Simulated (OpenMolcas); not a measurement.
A run on Nb4+ with 5 ligands (fluoride) in square pyramidal coordination (C4v) at 1.93 Å, the axial distance 2.210 Å. A charge of +0.2 e stands 2.8 Å behind each ligand. Ligand basis ANO-RCC-VDZP.
```
Nb    0.0000    0.0000    0.0000
F     1.9300    0.0000    0.0000
F     0.0000    1.9300    0.0000
F    -1.9300    0.0000    0.0000
F     0.0000   -1.9300    0.0000
F     0.0000    0.0000    2.2098
```

* Program: OpenMolcas
* Method: SS-CASPT2, IPEA 0.25 Eh, sigma2 regulariser 0.3 Eh (closed shells correlated: 4s 4p and the ligand valence shells)
* Basis: ANO-RCC-VDZP [6s5p3d1f]
* Scalar Hamiltonian: DKH2, point nucleus
* Active space: 1 electron in 5 orbitals (4d)
* State averaging: 2S+1 = 2 even, 5 roots
* Spin-orbit coupling: state interaction with AMFI integrals over the reference wave functions

113 basis functions. Blocks (2S+1, parity, CSFs, roots kept): 2, even, 5, 5.

How long do the CASPT2 steps take on 1 thread of Arm Neoverse V2, with other jobs on the host?

About 17 s of wall time, without the integral step.
